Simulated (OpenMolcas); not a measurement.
**Fe2+: effect of the metal basis**

Fe2+ with its 6 nearest fluoride ions at 2.068 Å, on the Zn site of KZnF3 (a = 4.054 Å, distance in the model lattice 2.027 Å). The rest of the host is ab initio model potentials to 7.6 Å and point charges beyond; the distance is set by hand and nothing relaxes.

```
Program             : OpenMolcas 26.06
Method              : SS-CASPT2, IPEA 0.25 Eh, imaginary shift 0.1 Eh (closed shells correlated: 3s 3p and the ligand valence shells)
Spin-orbit coupling : state interaction with AMFI integrals over the reference wave functions
```

Fixed: ligand basis ANO-RCC-VDZP, active space 6 electrons in 5 orbitals (3d), DKH2 Hamiltonian.

States (labels of O, the rotations of Oh). Energies in cm-1 above the lowest state or level, χT in cm3 K/mol; under a threefold ground state the first gap can be a small split of the lowest multiplet, not the spin-orbit step.

```csv
Run,Metal basis,Ground state,First state of that spin,First gap with spin-orbit (degeneracies),χT at 300 K,First state of another spin,Cost
A,ANO-RCC-VDZP,5T2,5E 9800,"190 (3, 2)",4.069,3T1 14230,roughly 5 core-minutes
B,ANO-RCC-VTZP,5T2,5E 9410,"190 (3, 2)",4.071,3T1 14200,roughly 8 core-minutes
```

Against A, the first state of the same spin changes by -4.0 % in B.

Costs are those of the CASPT2 steps.

Roots that are degenerate in the reference are averaged as groups; the widest CASPT2 spread within a group is 220 cm-1 (the 3-fold group of multiplicity 1 near 48200 cm-1 above the lowest state of its run, B). Shifts and gaps below about the spread of the groups concerned are not significant. Over all roots computed the reference weight is 0.73 to 0.74 in A, 0.73 to 0.74 in B; a low but even weight reflects the number of correlated electrons. An orbital triplet at a regular site is open to Jahn-Teller coupling, which can distort the site and quench the lowest spin-orbit gaps and is left out. A single d shell leaves out the double-shell effect, which counts most for late 3d ions, where the CASPT2 field can be off either way by tens of per cent. Ligand-to-metal charge-transfer states are missing. These CASPT2 states fit no ligand-field parameters well, so their order and spin gaps are uncertain. For late 3d ions with one d shell CASPT2 can put B and the spin-flip bands somewhat low as well as high. With one d shell and no ligand orbital active, 10Dq can be off by tens of per cent for divalent 3d ions, low with halides held by bare charges and at times high in hosts. Free-ion shares, where given, are those of the reference states; single-state CASPT2 does not remix them. No measured value stands beside these numbers; the geometry was set by hand and not optimised.
